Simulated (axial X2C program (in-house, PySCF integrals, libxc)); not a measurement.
**Spectroscopic constants of PbF⁻**

Calculated with an in-house relativistic program for diatomic molecules. Spin-free means the one-electron spin-free X2C Hamiltonian; two-component (2c) means X2C with spin–orbit coupling and atomic mean-field two-electron Coulomb and Gaunt terms, so the difference of the two also holds small scalar two-electron terms. Basis: Pb dyall-acv3z [13s15p11d8f1g], F dyall-av3z [7s6p3d2f] (cores contracted in-house); Gaussian nuclei, density fitting, unrestricted open shells. Masses: Pb 207.977 u, F 18.998 u.

The run was started with this input:
```json
{"zs": [82, 9], "q": -1, "bas": ["dyall-acv3z", "dyall-av3z"], "levels": ["PBE0", "HF", "PBE50"], "cc": true, "r0": 2.08, "thr": -1.0, "nmax": 90, "npts": 10, "nst": 2, "ntry": 6}
```
```bash
python so2c.py task.json out
```

Keys: zs atomic numbers; q charge; bas basis sets; levels methods; cc coupled cluster on or off; r0 starting distance in Å; thr threshold in hartree for freezing inner shells (an s shell follows its p shell); nmax most natural virtual spinors; npts points on the curve; nst determinants followed; ntry starts of the search. HF also brings MP2.

State, spin-free: M_S = 1, Λ = 0 (beyond evenly filled blocks: π+α, π-α); electrons by block: σα: 17, σβ: 17, π+α: 10, π+β: 9, π-α: 10, π-β: 9, δ+α: 4, δ+β: 4, δ-α: 4, δ-β: 4, φ+α: 1, φ+β: 1, φ-α: 1, φ-β: 1. Fragments: Pb + F-.

State, 2c: Ω = 0 (closed shell); electrons by block: 1/2: 27, -1/2: 27, 3/2: 13, -3/2: 13, 5/2: 5, -5/2: 5, 7/2: 1, -7/2: 1. Fragments: Pb + F-.

```tsv
Hamiltonian	level	Re (Å)	ωe (cm⁻¹)	αe (cm⁻¹)	De (eV)	D0 (eV)	μ (D)
spin-free	PBE0	2.144	407.9	0.00174	2.59	2.56	-2.67
spin-free	HF	2.137	407.1	0.00186	2.33	2.31	-3.02
spin-free	MP2	2.166	398.8	0.00171	2.42	2.40	n/a
spin-free	CCSD	2.158	402.7	0.00174	2.47	2.45	n/a
spin-free	CCSD(T)	2.163	400.3	0.00172	2.46	2.44	n/a
spin-free	PBE50	2.121	423.8	0.00177	2.59	2.57	-2.77
2c	PBE0	2.193	355.1	0.00201	1.64	1.62	-3.31
2c	HF	2.188	348.2	0.00224	1.37	1.35	-3.58
2c	MP2	2.208	352.7	0.00197	1.53	1.51	n/a
2c	CCSD	2.203	353.3	0.00202	1.57	1.55	n/a
2c	CCSD(T)	2.206	354.4	0.00196	1.58	1.56	n/a
2c	PBE50	2.168	369.4	0.00205	1.63	1.60	-3.38
```

Correlated methods: 12 electrons correlated (number of frozen shells: Pb 5 s, 4 p, 3 d, 1 f; F 1 s), 292 virtual spin orbitals or spinors in MP2, 90 natural virtuals in coupled cluster.

Dipoles are positive if F is the positive end and refer to the centre of mass.

The state is one determinant whose occupation by symmetry is held fixed; it was picked as the lowest of a PBE0 search that is not exhaustive. De is counted from the lowest determinant-based energies of the atoms at the same level, without counterpoise correction. CCSD and (T) use frozen natural virtuals with an MP2 correction for the truncation; (T) itself is uncorrected, so its De runs slightly low. PBE0 can misorder states that lie within some tenths of an eV, so this need not be the ground state of the molecule. The nearest other spin-free determinant of the search, M_S = 0, Λ = 2, lies 0.60 eV up at the distance of the search. The 2c closed shell (π1/2)² is the Ω = 0⁺ component of the spin-free π² triplet, mixed with the ¹Σ⁺ state; no single spin-free determinant represents it. The highest occupied level of some functionals is positive through self-interaction error; at Hartree–Fock it is bound. With the outer-core shells frozen, correlated bond lengths of heavy atoms tend to come out a few hundredths of an ångström too long. Hartree–Fock gets electron affinities wrong, so its lowest charge split need not be the true one.

Rough cost a point (2c) on 1 thread(s) of a shared host, integrals apart: PBE0 0.7 s, HF 0.6 s, CCSD(T) 6 s, PBE50 0.7 s.

The whole task took 3.5 min on 1 thread of Arm Neoverse V1, with other jobs on the host.
